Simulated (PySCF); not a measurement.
# `InChI=1S/C5H3N3/c1-2-5-7-3-6-4-8-5/h1,3-4H`

Geometry (Å), atoms numbered from 1 in this order:
```xyz
11

C     3.050   -0.346   -0.218
C     1.849   -0.197   -0.169
C     0.424   -0.021   -0.112
N    -0.343   -1.089   -0.352
C    -1.648   -0.860   -0.287
N    -2.219    0.309   -0.011
C    -1.360    1.299    0.212
N    -0.037    1.201    0.177
H     4.116   -0.479   -0.262
H    -2.313   -1.711   -0.478
H    -1.779    2.285    0.445
```

Computed with quadratic response CAM-B3LYP/def2-SVPD first hyperpolarisability, Taylor convention, gas phase (PySCF 2.14.0). Geometry: PBE0-D3(BJ)/def2-SVP.

Problem. Give the tensor of the second harmonic β(−2ω;ω,ω) at 1064 nm in the axes of these coordinates.

Solution. In au, Taylor convention; rows are the first index (the induced dipole):
```
       xx     yy     zz     xy     xz    yz
x  +343.9  -15.5  -24.7  -47.8  -15.4  +2.9
y   -47.6   +6.9   +3.0  -13.8   +3.1  +0.3
z   -15.3   +0.3   +2.9   +3.1  -23.7  +2.9
```
Norm of βᵢ = ⅓ Σⱼ (βᵢⱼⱼ + βⱼᵢⱼ + βⱼⱼᵢ): 308.1 au, hyper-Rayleigh value 139.3 au.
